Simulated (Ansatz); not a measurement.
`C[N](C)[Y]([Cl])[N](C)C` + H–F → `C[N](C)[Y]([F])[N](C)C` + HCl  (ligand exchange at a Y–Cl bond)

Calculated with Ansatz (gas phase, PBE0-D4/def2-TZVP geometries, no zero-point term in ΔE). CCSD(T)/CBS is the MP2 limit (def2-TZVPP, def2-QZVPP) plus CCSD(T) − MP2 in def2-TZVPP, frozen cores. This one scheme is used for every species. Functionals use def2-TZVPP. def2 core potentials past Kr. For Y outer-core shells are correlated without core-valence functions, which leaves a few kJ/mol of doubt a bond. One conformer a species, not always the lowest.

```tsv
level	ΔE (kJ/mol)
PBE-D4	4.2
revPBE-D4	4.5
r2SCAN-D4	8.7
B2PLYP	7.4
BLYP	-7.5
r2SCAN0	15.2
HF/def2-SVP	16.5
CCSD/CBS(def2)	16.1
```

(1) What does CCSD(T)/CBS give? (Estimate.)

Largest T1 diagnostic among the species: 0.013.

## Answers

(1) Ansatz gave: +16.2 kJ/mol. The listed levels differ from it by -12.0, -11.7, -7.5, -8.8, -23.7, -1.0, 0.3, -0.1 kJ/mol.

From PBE to PBE0 (25 % exact exchange), in def2-TZVPP and without D4, ΔE moves by +10.2 kJ/mol. At CCSD(T), def2-SVP lies −18.9 kJ/mol from the extrapolated value and def2-TZVPP −0.3 kJ/mol. The D4 term adds +5.4 kJ/mol with B3LYP and +3.3 kJ/mol with PBE0; it sums over pairs of atoms, weighted by their polarisabilities, and B3LYP, whose exchange is more repulsive, gets the larger term.

CCSD(T)/CBS has its own doubt, a few kJ/mol and more with outer-core shells, so smaller differences from it don't rank the levels.

B3LYP here is the variant with VWN-RPA as its local correlation; programs differ in this.
